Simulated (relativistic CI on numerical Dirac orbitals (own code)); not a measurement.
**Ce³⁰⁺: q coefficients and field-shift factors**

Computed by Dirac-Coulomb-Breit CI, separate exchange-only KLI orbitals for each configuration, derivatives by finite differences, unscaled Slater integrals, QED left out (own radial code, finite nucleus).

Configurations in the expansion (outside the closed core [Ne] 3s2): 3p⁶3d¹⁰, 3p⁶3d⁹4s, 3p⁶3d⁹4p, 3p⁶3d⁹4d, 3p⁶3d⁹4f, 3p⁵3d¹⁰4s, 3p⁶3d⁸4s², 3p⁵3d¹⁰4p. Levels of other configurations are missing.

With x = (α/α₀)² − 1 an excitation energy changes as ω = ω₀ + qx; K = 2q/ω₀ is the relative enhancement. Terms are leading LS components, so labels can repeat. The field-shift factor is F = δν/δ⟨r²⟩ for the transition from the lowest level.

Lowest level 3p⁶3d¹⁰ ¹S0.

| Level | ω₀ (cm⁻¹) | q (cm⁻¹) | K | F (GHz/fm²) |
| --- | --- | --- | --- | --- |
| 3p⁶3d⁹4s ³D3 | 6068163 | -458000 | -0.151 | 413 |
| 3p⁶3d⁹4s ¹D2 | 6078463 | -456700 | -0.15 | 412 |
| 3p⁶3d⁹4s ³D1 | 6225767 | -300400 | -0.0965 | 415 |
| 3p⁶3d⁹4s ³D2 | 6233179 | -300600 | -0.0965 | 414 |
| 3p⁶3d⁹4p ³P°2 | 6563702 | -408100 | -0.124 | 46.1 |
| 3p⁶3d⁹4p ³F°3 | 6573036 | -410800 | -0.125 | 45.4 |
| 3p⁶3d⁹4p ³F°2 | 6723773 | -252600 | -0.0751 | 47.1 |
| 3p⁶3d⁹4p ³D°1 | 6739131 | -245600 | -0.0729 | 46.9 |
| 3p⁶3d⁹4p ³F°4 | 6789300 | -157200 | -0.0463 | 33.9 |
| 3p⁶3d⁹4p ¹D°2 | 6801291 | -160700 | -0.0472 | 34.8 |
| 3p⁶3d⁹4p ¹P°1 | 6806682 | -159300 | -0.0468 | 35.6 |
| 3p⁶3d⁹4p ³D°3 | 6817052 | -156600 | -0.0459 | 34 |
| 3p⁶3d⁹4p ³P°0 | 6925938 | 1735 | 0.000501 | 36.6 |

At this charge energies of transitions that change n are usually good to better than 1 %, and those within a shell (Δn = 0) to a few per cent.
